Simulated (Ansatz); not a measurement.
Diatomic NiH, multiplicity 4 (not the ground state: that is measured with 2S+1 = 2). No spin–orbit coupling. Ni is treated without relativity.

The constants come from a fifth-degree fit in 1/R (seven points, main isotopes). In def2 and cc sets the state is the lowest found near the PBE0 minimum, followed along R.

Run with Ansatz (a first-principles code) with Gaussian orbitals. Values without a source in brackets are computed.

Energies at PBE0/def2-TZVPP:

```json
[
 {"R (Å)": "1.475829", "E (hartree)": "-1508.58544398"},
 {"R (Å)": "1.515501", "E (hartree)": "-1508.58709389"},
 {"R (Å)": "1.552000", "E (hartree)": "-1508.58790557"},
 {"R (Å)": "1.593260", "E (hartree)": "-1508.58813349"},
 {"R (Å)": "1.634520", "E (hartree)": "-1508.58774655"},
 {"R (Å)": "1.682127", "E (hartree)": "-1508.58667324"},
 {"R (Å)": "1.737669", "E (hartree)": "-1508.58474757"}
]
```

### Question
With a reduced mass of 0.9906 u, find the minimum, the force constant and the constants.

### Answer
A fifth-degree polynomial in 1/R puts the minimum at r_e = 1.5867 Å with force constant 162 N/m. Then ω_e = (1/2πc)√(k/μ) = 1665 cm⁻¹ and B_e = h/(8π²cμr_e²) = 6.759 cm⁻¹; the cubic and quartic terms give α_e = 0.22 and ω_e x_e = 37 cm⁻¹.
